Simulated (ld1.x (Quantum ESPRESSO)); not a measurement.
Varying the TM potential for lithium (Li)

Base potential:

- Element: Li
- Generator: ld1.x (Quantum ESPRESSO) 7.5
- Type: norm-conserving Troullier–Martins (Kleinman–Bylander form)
- Functional: LDA (PZ)
- Relativity: non-relativistic
- Frozen core: [He]
- Valence charge: 1
- Reference configuration: 2s1 2p0
- Partial waves: 2s (bound): rc 2.85 bohr; 2p (bound, empty): rc 4.20 bohr
- Local potential: all-electron potential smoothed inside 2.20 bohr (lloc = -2)
- Core correction: none

Cutoffs, loose and tight: the cutoffs (Ry, on a coarse ladder) from which the occupation-weighted sum of valence levels, in a spherical-Bessel basis at the reference potential, stays within 10 and 1 mRy of its value at 400 Ry. They do not see the model core or the augmentation charge, which bear on the density cutoff. Test errors are all-electron minus pseudo excitation energies from the reference, over the configurations 2s0.5 2p0; 2s0 2p1 (two spin-polarised tests are not counted in the largest error). A dash means not determined; rows that change the core or the reference have their own tests.

A true bound ghost makes a file unfit for plane-wave use even where its test errors are small: the radial tests pick states by their node count and pass the ghost by.

| change | outcome | cutoff, loose | cutoff, tight | bound ghosts | largest test error (meV) |
| --- | --- | --- | --- | --- | --- |
| base | generated | 6 Ry | 6 Ry | none | +5.9 |
| local potential all-electron potential smoothed inside 1.60 bohr (lloc = -2) | generated | 6 Ry | 6 Ry | none | +5.9 |
| local potential all-electron potential smoothed inside 2.08 bohr (lloc = -2) | generated | 6 Ry | 6 Ry | none | +5.9 |
| local potential all-electron potential smoothed inside 2.34 bohr (lloc = -2) | generated | 6 Ry | 6 Ry | none | +5.9 |
| local potential all-electron potential smoothed inside 2.66 bohr (lloc = -2) | generated | 6 Ry | 6 Ry | none | +5.8 |
| local potential all-electron potential smoothed inside 3.06 bohr (lloc = -2) | generated | 6 Ry | 6 Ry | none | +5.8 |
| local potential all-electron potential smoothed inside 3.44 bohr (lloc = -2) | generated | 6 Ry | 6 Ry | none | +5.7 |
| local potential all-electron potential smoothed inside 3.74 bohr (lloc = -2) | generated | 6 Ry | 6 Ry | none | +5.4 |
| local potential all-electron potential smoothed inside 4.12 bohr (lloc = -2) | generated | 6 Ry | 6 Ry | s | +4.2 |
| local potential all-electron potential smoothed inside 4.42 bohr (lloc = -2) | generated | 6 Ry | 6 Ry | s | -3.3 |

Task: What comes out with this change to the base: local potential all-electron potential smoothed inside 4.76 bohr (lloc = -2)?

Result: outcome: generated; cutoff, loose: 6 Ry; cutoff, tight: 6 Ry; bound ghosts: none; largest test error (meV): +8.0.

Reading the sweep of the rcloc (base included, trends over the rows without a ghost): The loose cutoff stays near 6 Ry. The median size of the test errors (rows with all tests solved) rises from 3.3 meV at 1.6 to 4.4 meV at 4.76 bohr, with one reversal. Bound ghosts are found at 4.12, 4.42 bohr.
